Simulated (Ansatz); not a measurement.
`[CH3][Ge][Cl]` + H₂S → `[SH][Ge][Cl]` + CH₄ at 298.15 K and 1 bar (ligand exchange at a Ge–C bond).

Program: Ansatz. Geometries: PBE0-D4/def2-TZVP. ΔE: electronic, gas phase. CCSD(T)/CBS adds triple-zeta CCSD(T) − MP2 to the extrapolated MP2 energy (def2 sets, frozen cores). This one scheme is used for every species. For Ge outer-core shells are correlated without core-valence functions, which leaves a few kJ/mol of doubt a bond. Scalar relativity is left out up to krypton. Each species was taken in one conformer, which may not be the lowest.

```csv
species,CCSD(T)/CBS energy (Eh),H − E (kJ/mol),S (J/(mol·K))
`[CH3][Ge][Cl]`,-2575.77362,110.8,310.3
H₂S,-398.97279,49.9,205.7
`[SH][Ge][Cl]`,-2934.32884,42.2,307.8
CH₄,-40.46206,127.4,186.2
```

H − E and S are ideal-gas, rigid-rotor, harmonic terms from PBE0-D4/def2-TZVP, for one conformer and one mirror image of each species. 1 Eh = 2625.50 kJ/mol, R = 8.31446 J/(mol·K).

Question: By hand: ΔE, ΔH, ΔS and ΔG.

Answer: ΔE = (-2934.32884) + (-40.46206) − (-2575.77362) − (-398.97279) = -0.04449 Eh = -116.8 kJ/mol. Δ(H − E) = 42.2 + 127.4 − 110.8 − 49.9 = 8.9, so ΔH = -107.9 kJ/mol. ΔS = 307.8 + 186.2 − 310.3 − 205.7 = -22.0 J/(mol·K). ΔG = -107.9 − 298.15 × (-22.0)/1000 = -101.3 kJ/mol.

Question: By hand: the equilibrium constant, and the temperature at which ΔG would vanish if ΔH and ΔS stayed fixed.

Answer: log₁₀ K = −ΔG/(RT ln 10) = 17.7. ΔG = 0 at ΔH/ΔS = 4905 K, far beyond where these terms or the molecules hold.

ΔH outweighs TΔS. A doubt of 5 kJ/mol in ΔE shifts log₁₀ K by 0.9 here. Other conformers and mirror images would add mixing entropy, several J/(mol·K) or more a flexible species. These are equilibria of isolated gas molecules and say nothing of rates. Largest T1 diagnostic: 0.014 (customary marks: 0.02 for closed shells, 0.045 for open ones).
